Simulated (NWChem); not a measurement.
Molecule: disilylmethane (CH$_{8}$Si$_{2}$); SMILES C([SiH3])[SiH3]

Program: NWChem. Coordinates come from a PBE0/def2-SVP optimisation. Level BLYP/def2-SVP: energy and gradient; each run changes one setting, and changes count from the defaults (medium grid, exact Coulomb integrals, symmetry on).

Question: Which setting moves the energy most, and by about how much (symmetry off; coarse grid; defaults; Coulomb fitting, Ahlrichs set; tight SCF thresholds and tolerances)?

Answer: Coulomb fitting, Ahlrichs set, by about 300 μHa.
| setting | size of the energy change (μHa) | largest change of a gradient component (μHa/bohr) |
|---|---|---|
| defaults | < 10 | < 30 |
| tight SCF thresholds and tolerances | < 10 | < 30 |
| Coulomb fitting, Ahlrichs set | 300 | 40 |
| coarse grid | 40 | 400 |
| symmetry off | < 10 | other frame |
